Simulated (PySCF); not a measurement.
**Static response to an electric field**

Species: C₆H₁₂Si.
SMILES with atom numbers: `[CH3:1][CH:2]([CH3:3])[C:4]1=[CH:5][SiH2:6][CH2:7]1` (hydrogens: H8, H9, H10 on C1; H11 on C2; H12, H13, H14 on C3; H15 on C5; H16, H17 on Si6; H18, H19 on C7)

Cartesian coordinates in Å at the GFN2-xTB level; atoms count from 1:
```xyz
19
C6H12Si angstrom
C     -1.3575   -1.5324    0.4127
C     -1.0503   -0.2430   -0.3533
C     -1.8524    0.9264    0.2238
C      0.4133    0.0550   -0.3073
C      1.2954    0.1551   -1.3118
Si     2.7619    0.5345   -0.1966
C      1.2234    0.3135    0.9432
H     -1.1115   -1.4156    1.4656
H     -2.4143   -1.7780    0.3324
H     -0.7772   -2.3604    0.0106
H     -1.3364   -0.3814   -1.4034
H     -2.9194    0.7323    0.1379
H     -1.6128    1.0683    1.2752
H     -1.6229    1.8455   -0.3115
H      1.0917    0.0336   -2.3643
H      3.8056   -0.4818   -0.0621
H      3.3334    1.8806   -0.2406
H      0.8877    1.1877    1.4991
H      1.2324   -0.5306    1.6312
```

Level: CAM-B3LYP/def2-SVPD (PySCF), static field, nuclei fixed, core orbitals frozen in the response. The polarisability tensor in these axes (au):

```
x   116.26   6.30  -6.52
y     6.30  83.61  -0.91
z    -6.52  -0.91  87.62
```

Q: What are the eigenvalues, a third of the trace, and Δα (Δα² = ½Σ(αi − αj)² over the three pairs)?

A: Principal values 82.41, 86.25 and 118.82 au; mean 95.83 au = 14.20 Å³ = 15.80 × 10⁻⁴⁰ C²·m²/J; Δα = 34.64 au (36 % of the mean).

Q: What is the dipole moment, and where does it point?

A: (-0.68, -0.12, 0.17) D, 0.71 D in size, pointing from the negative to the positive side. Measured along this direction, the outermost atoms are H16 and H17 at the negative end and H12 and H9 at the positive end.

Q: What would n − 1 = 2πNα be for an ideal gas of these molecules at 500 K and 1 atm, electronic part alone?

A: N = p/kT = 1.4678 × 10¹⁹ cm⁻³, so n − 1 = 2π × N × 14.20 × 10⁻²⁴ cm³ = 1310 × 10⁻⁶ at long wavelengths.

Q: Rayleigh depolarisation ratio (linearly polarised light, static tensor)?

A: ρ = 3Δα²/(45ᾱ² + 4Δα²) = 3600.3/(413232 + 4800.4) = 0.00861.

Q: Form Σ f/ω² (atomic units) for the 8 lowest TDDFT singlets, given as eV and f, and set it beside the mean polarisability, which is this sum over all singlets: 6.57, 0.0049; 6.77, 0.2179; 6.81, 0.0000; 6.99, 0.0064; 7.03, 0.0001; 7.53, 0.0575; 7.62, 0.1836; 7.64, 0.0135.

A: They add up to 6.97 au, 7.3 % of the 95.83 au; the largest single term is 3.52 au, from the state at 6.77 eV. Terms in order: 0.08, 3.52, 0.00, 0.10, 0.00, 0.75, 2.34, 0.17 au. Higher excitations give the rest. The strengths listed sum to 0.484.

Q: How large is μ²/3kT at 273 K beside α?

A: In Gaussian units μ²/3kT = 4.46 Å³ against 14.20 Å³, a ratio of 0.31; the Debye molar polarisation (4π/3)N_A(α + μ²/3kT) is 47.1 cm³/mol, leaving out the vibrational part.

Q: Find the Langevin capture rate constant for O2+ (31.990 u) meeting this molecule (112.071 u), k = 2.342 × 10⁻⁹ cm³/s × √(α in Å³ / reduced mass in u).

A: The reduced mass is 24.89 u, so k = 1.77 × 10⁻⁹ cm³/s. The formula leaves out the permanent dipole, which adds to the capture rate.

One conformer (not necessarily the lowest) at the GFN2-xTB geometry, without solvent, vibrations or thermal averaging.

The run behind these numbers computed excited states as well. Hardware: one thread of an Arm Neoverse N1, on a shared host. Cost: 1.8 min (grids of density and orbitals included), 1.2 GiB resident at most.
